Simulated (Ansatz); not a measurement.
Ansatz (a program for electronic structure) input (B3LYP/6-31G*):

Ansatz 0.2 input:
```yaml
crystal:
  periodic: [false, false, false]
  atoms:
    - {symbol: Cl, position_ang: [1.97846874, 0.34663821, 0.07707981]}
    - {symbol: C, position_ang: [0.28465012, 0.01466601, 0.02758325]}
    - {symbol: C, position_ang: [-0.37258793, -1.09119326, 0.46610669]}
    - {symbol: O, position_ang: [-1.68880186, -1.01893589, 0.27294099]}
    - {symbol: C, position_ang: [-1.92217398, 0.20403027, -0.32824431]}
    - {symbol: C, position_ang: [-0.75009804, 0.87091697, -0.49880096]}
    - {symbol: H, position_ang: [-2.95433854, 0.42041590, -0.55455024]}
    - {symbol: H, position_ang: [-0.60795607, 1.84770169, -0.93920243]}
basis:
  gaussian:
    orbitals: 6-31G*
hamiltonian:
  xc: {name: B3LYP}
magnetization: {spin_polarized: true, initial_magnetization: 1}
phonons: {temperatures: {t_min: 298.15, t_max: 298.15, t_step: 100}}
```

Output:

```
Functional definition: B3LYP
integrals: 0.05 GiB planned
1056 factors; integrals over basis functions are off by at most 4.1e-4 eV
mean field: 0.65 GiB planned
mean field evaluation 1: about -18740.2680 eV, gradient 3.1e1 eV
mean field evaluation 2: about -18735.7788 eV, gradient 4.4e1 eV
mean field evaluation 4: about -18744.8262 eV, gradient 1.5e1 eV
mean field evaluation 8: about -18746.1660 eV, gradient 7.1e-1 eV
mean field evaluation 16: about -18746.1971 eV, gradient 2.1e-3 eV
mean field evaluation 32: about -18745.1580 eV, gradient 4.3e-1 eV
mean field -18746.19710519 eV, -688.9100369870 hartree, gradient 1.4e-5 eV, S^2 0.761348; 3 other end points of the search recorded, 0 dependent functions left out
the calculation of the forces begins
reference -18746.19730148 eV, -688.9100442006 hartree; 26, 25 occupied and 72, 73 virtual orbitals, 1056 factors
these checks for a lower state are left out or cut short: stability, starts, cluster_reference, orbital_swaps, neighbouring_geometries, increment
integrals: 0.05 GiB planned
1056 factors; integrals over basis functions are off by at most 4.1e-4 eV
mean field: 0.65 GiB planned
mean field -18746.19709381 eV, -688.9100365687 hartree, gradient 1.3e-6 eV, S^2 0.761345; 0 other end points of the search recorded, 0 dependent functions left out
the calculation of the forces begins
reference -18746.19729010 eV, -688.9100437822 hartree; 26, 25 occupied and 72, 73 virtual orbitals, 1056 factors
these checks for a lower state are left out or cut short: stability, starts, cluster_reference, orbital_swaps, neighbouring_geometries, increment
integrals: 0.05 GiB planned
1056 factors; integrals over basis functions are off by at most 4.1e-4 eV
mean field: 0.65 GiB planned
mean field -18746.19709602 eV, -688.9100366501 hartree, gradient 2.8e-6 eV, S^2 0.761351; 0 other end points of the search recorded, 0 dependent functions left out
the calculation of the forces begins
reference -18746.19729232 eV, -688.9100438637 hartree; 26, 25 occupied and 72, 73 virtual orbitals, 1056 factors
these checks for a lower state are left out or cut short: stability, starts, cluster_reference, orbital_swaps, neighbouring_geometries, increment
integrals: 0.05 GiB planned
1056 factors; integrals over basis functions are off by at most 4.1e-4 eV
mean field: 0.65 GiB planned
mean field evaluation 64: about -18746.1971 eV, gradient 1.2e-6 eV
mean field -18746.19706433 eV, -688.9100354854 hartree, gradient 1.2e-6 eV, S^2 0.761346; 0 other end points of the search recorded, 0 dependent functions left out
the calculation of the forces begins
reference -18746.19726065 eV, -688.9100427000 hartree; 26, 25 occupied and 72, 73 virtual orbitals, 1056 factors
these checks for a lower state are left out or cut short: stability, starts, cluster_reference, orbital_swaps, neighbouring_geometries, increment
integrals: 0.05 GiB planned
1056 factors; integrals over basis functions are off by at most 4.1e-4 eV
mean field: 0.65 GiB planned
mean field -18746.19706518 eV, -688.9100355167 hartree, gradient 2.5e-6 eV, S^2 0.761350; 0 other end points of the search recorded, 0 dependent functions left out
the calculation of the forces begins
reference -18746.19726144 eV, -688.9100427292 hartree; 26, 25 occupied and 72, 73 virtual orbitals, 1056 factors
these checks for a lower state are left out or cut short: stability, starts, cluster_reference, orbital_swaps, neighbouring_geometries, increment
integrals: 0.05 GiB planned
1056 factors; integrals over basis functions are off by at most 4.1e-4 eV
mean field: 0.65 GiB planned
mean field -18746.19693484 eV, -688.9100307265 hartree, gradient 2.4e-6 eV, S^2 0.761459; 0 other end points of the search recorded, 0 dependent functions left out
the calculation of the forces begins
reference -18746.19713112 eV, -688.9100379400 hartree; 26, 25 occupied and 72, 73 virtual orbitals, 1056 factors
these checks for a lower state are left out or cut short: stability, starts, cluster_reference, orbital_swaps, neighbouring_geometries, increment
integrals: 0.05 GiB planned
1056 factors; integrals over basis functions are off by at most 4.1e-4 eV
mean field: 0.65 GiB planned
mean field -18746.19694074 eV, -688.9100309434 hartree, gradient 2.3e-6 eV, S^2 0.761239; 0 other end points of the search recorded, 0 dependent functions left out
the calculation of the forces begins
reference -18746.19713703 eV, -688.9100381570 hartree; 26, 25 occupied and 72, 73 virtual orbitals, 1056 factors
these checks for a lower state are left out or cut short: stability, starts, cluster_reference, orbital_swaps, neighbouring_geometries, increment
integrals: 0.05 GiB planned
1056 factors; integrals over basis functions are off by at most 4.1e-4 eV
mean field: 0.65 GiB planned
[...]
mean field -18746.19695317 eV, -688.9100314004 hartree, gradient 1.7e-6 eV, S^2 0.761356; 0 other end points of the search recorded, 0 dependent functions left out
the calculation of the forces begins
reference -18746.19714946 eV, -688.9100386140 hartree; 26, 25 occupied and 72, 73 virtual orbitals, 1056 factors
these checks for a lower state are left out or cut short: stability, starts, cluster_reference, orbital_swaps, neighbouring_geometries, increment
integrals: 0.05 GiB planned
1056 factors; integrals over basis functions are off by at most 4.0e-4 eV
mean field: 0.65 GiB planned
mean field -18746.19684862 eV, -688.9100275582 hartree, gradient 1.3e-6 eV, S^2 0.761356; 0 other end points of the search recorded, 0 dependent functions left out
the calculation of the forces begins
reference -18746.19704490 eV, -688.9100347715 hartree; 26, 25 occupied and 72, 73 virtual orbitals, 1056 factors
these checks for a lower state are left out or cut short: stability, starts, cluster_reference, orbital_swaps, neighbouring_geometries, increment
integrals: 0.05 GiB planned
1056 factors; integrals over basis functions are off by at most 4.1e-4 eV
mean field: 0.65 GiB planned
mean field -18746.19685486 eV, -688.9100277876 hartree, gradient 1.2e-6 eV, S^2 0.761340; 0 other end points of the search recorded, 0 dependent functions left out
the calculation of the forces begins
reference -18746.19705116 eV, -688.9100350014 hartree; 26, 25 occupied and 72, 73 virtual orbitals, 1056 factors
these checks for a lower state are left out or cut short: stability, starts, cluster_reference, orbital_swaps, neighbouring_geometries, increment
integrals: 0.05 GiB planned
1056 factors; integrals over basis functions are off by at most 4.1e-4 eV
mean field: 0.65 GiB planned
mean field evaluation 192: about -18746.1970 eV, gradient 8.6e-5 eV
mean field -18746.19699288 eV, -688.9100328598 hartree, gradient 2.1e-6 eV, S^2 0.761377; 0 other end points of the search recorded, 0 dependent functions left out
the calculation of the forces begins
reference -18746.19718917 eV, -688.9100400733 hartree; 26, 25 occupied and 72, 73 virtual orbitals, 1056 factors
these checks for a lower state are left out or cut short: stability, starts, cluster_reference, orbital_swaps, neighbouring_geometries, increment
integrals: 0.05 GiB planned
1056 factors; integrals over basis functions are off by at most 4.1e-4 eV
mean field: 0.65 GiB planned
mean field -18746.19699944 eV, -688.9100331008 hartree, gradient 2.2e-6 eV, S^2 0.761320; 0 other end points of the search recorded, 0 dependent functions left out
the calculation of the forces begins
reference -18746.19719573 eV, -688.9100403144 hartree; 26, 25 occupied and 72, 73 virtual orbitals, 1056 factors
these checks for a lower state are left out or cut short: stability, starts, cluster_reference, orbital_swaps, neighbouring_geometries, increment
integrals: 0.05 GiB planned
1056 factors; integrals over basis functions are off by at most 4.1e-4 eV
mean field: 0.65 GiB planned
mean field -18746.19708252 eV, -688.9100361538 hartree, gradient 1.6e-6 eV, S^2 0.761350; 0 other end points of the search recorded, 0 dependent functions left out
the calculation of the forces begins
reference -18746.19727881 eV, -688.9100433674 hartree; 26, 25 occupied and 72, 73 virtual orbitals, 1056 factors
these checks for a lower state are left out or cut short: stability, starts, cluster_reference, orbital_swaps, neighbouring_geometries, increment
integrals: 0.05 GiB planned
1056 factors; integrals over basis functions are off by at most 4.1e-4 eV
mean field: 0.65 GiB planned
mean field -18746.19707988 eV, -688.9100360568 hartree, gradient 1.6e-6 eV, S^2 0.761346; 0 other end points of the search recorded, 0 dependent functions left out
the calculation of the forces begins
reference -18746.19727617 eV, -688.9100432703 hartree; 26, 25 occupied and 72, 73 virtual orbitals, 1056 factors
these checks for a lower state are left out or cut short: stability, starts, cluster_reference, orbital_swaps, neighbouring_geometries, increment
integrals: 0.05 GiB planned
1056 factors; integrals over basis functions are off by at most 4.1e-4 eV
mean field: 0.65 GiB planned
mean field -18746.19705105 eV, -688.9100349972 hartree, gradient 2.3e-6 eV, S^2 0.761348; 0 other end points of the search recorded, 0 dependent functions left out
the calculation of the forces begins
reference -18746.19724731 eV, -688.9100422098 hartree; 26, 25 occupied and 72, 73 virtual orbitals, 1056 factors
these checks for a lower state are left out or cut short: stability, starts, cluster_reference, orbital_swaps, neighbouring_geometries, increment
integrals: 0.05 GiB planned
1056 factors; integrals over basis functions are off by at most 4.1e-4 eV
mean field: 0.65 GiB planned
mean field evaluation 224: about -18746.1970 eV, gradient 1.9e-5 eV
mean field -18746.19704494 eV, -688.9100347728 hartree, gradient 2.1e-6 eV, S^2 0.761348; 0 other end points of the search recorded, 0 dependent functions left out
the calculation of the forces begins
reference -18746.19724126 eV, -688.9100419873 hartree; 26, 25 occupied and 72, 73 virtual orbitals, 1056 factors
these checks for a lower state are left out or cut short: stability, starts, cluster_reference, orbital_swaps, neighbouring_geometries, increment
integrals: 0.05 GiB planned
1056 factors; integrals over basis functions are off by at most 4.1e-4 eV
mean field: 0.65 GiB planned
mean field -18746.19700088 eV, -688.9100331536 hartree, gradient 2.5e-6 eV, S^2 0.761349; 0 other end points of the search recorded, 0 dependent functions left out
the calculation of the forces begins
reference -18746.19719718 eV, -688.9100403677 hartree; 26, 25 occupied and 72, 73 virtual orbitals, 1056 factors
these checks for a lower state are left out or cut short: stability, starts, cluster_reference, orbital_swaps, neighbouring_geometries, increment
integrals: 0.05 GiB planned
1056 factors; integrals over basis functions are off by at most 4.0e-4 eV
mean field: 0.65 GiB planned
mean field -18746.19698363 eV, -688.9100325197 hartree, gradient 2.8e-6 eV, S^2 0.761347; 0 other end points of the search recorded, 0 dependent functions left out
the calculation of the forces begins
reference -18746.19717990 eV, -688.9100397326 hartree; 26, 25 occupied and 72, 73 virtual orbitals, 1056 factors
these checks for a lower state are left out or cut short: stability, starts, cluster_reference, orbital_swaps, neighbouring_geometries, increment
integrals: 0.05 GiB planned
1056 factors; integrals over basis functions are off by at most 4.1e-4 eV
mean field: 0.65 GiB planned
mean field -18746.19709369 eV, -688.9100365643 hartree, gradient 2.5e-6 eV, S^2 0.761347; 0 other end points of the search recorded, 0 dependent functions left out
the calculation of the forces begins
reference -18746.19728999 eV, -688.9100437781 hartree; 26, 25 occupied and 72, 73 virtual orbitals, 1056 factors
these checks for a lower state are left out or cut short: stability, starts, cluster_reference, orbital_swaps, neighbouring_geometries, increment
integrals: 0.05 GiB planned
1056 factors; integrals over basis functions are off by at most 4.1e-4 eV
mean field: 0.65 GiB planned
mean field -18746.19709404 eV, -688.9100365772 hartree, gradient 2.2e-6 eV, S^2 0.761349; 0 other end points of the search recorded, 0 dependent functions left out
the calculation of the forces begins
reference -18746.19729033 eV, -688.9100437906 hartree; 26, 25 occupied and 72, 73 virtual orbitals, 1056 factors
Total energy: -18746.19730148 eV, -688.9100442006 hartree
Atom 0 at     1.978469     0.346638     0.077080 Å, force    -0.000282    -0.000411     0.000158 eV/Å
Atom 1 at     0.284650     0.014666     0.027583 Å, force    -0.000282    -0.001199     0.000527 eV/Å
Atom 2 at    -0.372588    -1.091193     0.466107 Å, force     0.000208    -0.000627     0.000319 eV/Å
Atom 3 at    -1.688802    -1.018936     0.272941 Å, force     0.002129    -0.002845     0.001591 eV/Å
Atom 4 at    -1.922174     0.204030    -0.328244 Å, force    -0.001552     0.002662    -0.001435 eV/Å
Atom 5 at    -0.750098     0.870917    -0.498801 Å, force    -0.001899    -0.001079     0.000275 eV/Å
Atom 6 at    -2.954339     0.420416    -0.554550 Å, force     0.001766     0.000571    -0.000054 eV/Å
Atom 7 at    -0.607956     1.847702    -0.939202 Å, force    -0.000088     0.002927    -0.001382 eV/Å
Dipole moment:    -0.308772     0.201113    -0.131592 e Å
Vibrations: 228.98 297.75 456.57 478.81 614.57 703.87 837.92 862.81 933.71 1036.51 1119.11 1186.60 1223.33 1362.58 1490.04 1594.77 3277.39 3313.15 cm⁻¹, zero-point energy 1.302980 eV
```

The blocks after the first are displaced geometries, from whose forces the wavenumbers follow.
